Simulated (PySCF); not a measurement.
**Static response to an electric field**

Compound: Ta(NH)Cl3 (singlet state).
Geometry (PBE0-D3(BJ)/def2-SVP, Å), atoms numbered from 1 in this order:
```
atom  x, y, z in Å
Ta1   -0.012   -0.005   -0.417
N2     0.016    0.020    1.327
H3     0.031    0.029    2.340
Cl4    2.178   -0.014   -1.118
Cl5   -1.102    1.906   -1.103
Cl6   -1.111   -1.935   -1.029
```

Level: PBE0/def2-SVPD (PySCF), static field, nuclei fixed, core orbitals frozen in the response. The polarisability tensor in these axes (au):

```
x   90.79  0.10 -0.25
y    0.10 91.48 -0.27
z   -0.25 -0.27 84.81
```

Task: Diagonalise the tensor; give its mean and Δα, where Δα² is half the sum of the squared differences of the eigenvalues.

Result: Principal values 84.79, 90.78 and 91.51 au; mean 89.03 au = 13.19 Å³ = 14.68 × 10⁻⁴⁰ C²·m²/J; Δα = 6.39 au (7 % of the mean).

Task: What is the dipole moment, and where does it point?

Result: (0.00, 0.00, 1.25) D, 1.25 D in size, pointing from the negative to the positive side. Measured along this direction, the outermost atoms are Cl4, Cl5 and Cl6 at the negative end and H3 at the positive end.

Task: Directions of the eigenvectors, and the extent of the frame along each?

Result: Largest value along (0.15, 0.99, -0.05), where the nuclei span 3.80 Å; middle along (0.99, -0.15, -0.04), 3.53 Å; least along (0.04, 0.04, 1.00), 3.49 Å. 

Task: What depolarisation ratio follows for Rayleigh scattering of linearly polarised light, taking the static tensor?

Result: ρ = 3Δα²/(45ᾱ² + 4Δα²) = 122.4/(356680 + 163.2) = 0.000343.

Task: How large is μ²/3kT at 273 K beside α?

Result: In Gaussian units μ²/3kT = 13.81 Å³ against 13.19 Å³, a ratio of 1.05; the Debye molar polarisation (4π/3)N_A(α + μ²/3kT) is 68.1 cm³/mol, leaving out the vibrational part.

Isolated species at its PBE0-D3(BJ)/def2-SVP geometry, gas phase. Atoms past krypton carry effective core potentials; spin–orbit coupling is left out.

The run behind these numbers computed excited states as well. Hardware: one thread, x86-64 server, no GPU (shared host). Cost: 18 s wall.
